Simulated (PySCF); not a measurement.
An unknown is described by computed data only.

Elements present: C, Cl, H, S and Si. Monoisotopic mass: 167.9652 u.

* Dipole: 2.31 D [wB97X-D/def2-SVPD]
* UV, strongest line: among the 8 lowest singlet transitions: S3 at 6.57 eV (189 nm, f = 0.269) [TDDFT wB97X-D/def2-SVPD]
* Polarisability: 120.0 au [wB97X-D/def2-SVPD]
* 1H NMR: chemical shifts (computed TMS as zero) by class: 7.05 (1 H), 5.66 (1 H), 5.58 (2 H), 5.24 (2 H), 2.09 (3 H) ppm [GIAO PBE0/pcSseg-1]
* Rotational structure: rotational constants A, B, C: 1.338, 0.964, 0.674 GHz [GFN2-xTB]
* 13C NMR: chemical shifts (computed TMS as zero) by class: 159.1 (1 C), 124.7 (1 C), 24.1 (1 C) ppm [GIAO PBE0/pcSseg-1]

The electronic properties come from PySCF, for the isolated species, density fitting. Levels stand in brackets. Isolated species at its GFN2-xTB geometry (one conformer only). Each NMR value is the plain mean over a class of atoms that symmetry, rotation or inversion makes alike.

**Question.** Which formula fits the mass and the elements?

**Answer.** C3H9ClSSi2 (calculated 167.9652). No other formula that holds each of these elements comes within 0.0003 u with a fitting electron parity and a possible valence count.

**Question.** Propose a structure and show how it fits.

**Answer.** Numbering: `[CH3:1]/[CH:2]=[CH:3]\[SiH2:4][S:5][SiH2:6][Cl:7]`. Its formula, C3H9ClSSi2, gives 1 degree of unsaturation: 0 rings and 1 π bond in the structure found. 3 carbons fall into 3 classes; from least to most shielded: alkene CH carbon [C2] (159.1 ppm), alkene CH carbon [C3] (124.7 ppm), allylic carbon [C1] (24.1 ppm). Hydrogen classes from least to most shielded: 1 H on an alkene CH carbon, C2 (7.05 ppm), 1 H on an alkene CH carbon, C3 (5.66 ppm), 2 H on a chlorine-bound silicon, Si6 (5.58 ppm), 2 H on an SiH2 silicon, Si4 (5.24 ppm, a mean of values up to 0.6 ppm apart in this geometry), 3 H on an allylic carbon, C1 (2.09 ppm). The optimised geometry has point group C1 and is an asymmetric top. Structure: `C/C=C\[SiH2]S[SiH2]Cl`. Computed isomers that give other values at the same levels: `Cl[Si@H]1CCS[SiH2]C1` (13C chemical shifts (computed TMS as zero) by class: 26.7 (1 C), 23.4 (1 C), 1.7 (1 C) ppm); `C=CC[SiH2]S[SiH2]Cl` (13C chemical shifts (computed TMS as zero) by class: 143.9 (1 C), 125.6 (1 C), 30.0 (1 C) ppm); `C/C=C/[SiH2]S[SiH2]Cl` (13C chemical shifts (computed TMS as zero) by class: 159.4 (1 C), 129.9 (1 C), 27.1 (1 C) ppm). The assignments are read from this structure; whether some other isomer fits the data as well wasn't checked.

The values belong to the conformer `[CH3:1]/[CH:2]=[CH:3]\[SiH2:4][S:5][SiH2:6][Cl:7]`: C2–C3–Si4–S5 102°, C3–Si4–S5–Si6 -58°, Si4–S5–Si6–Cl7 -57°.
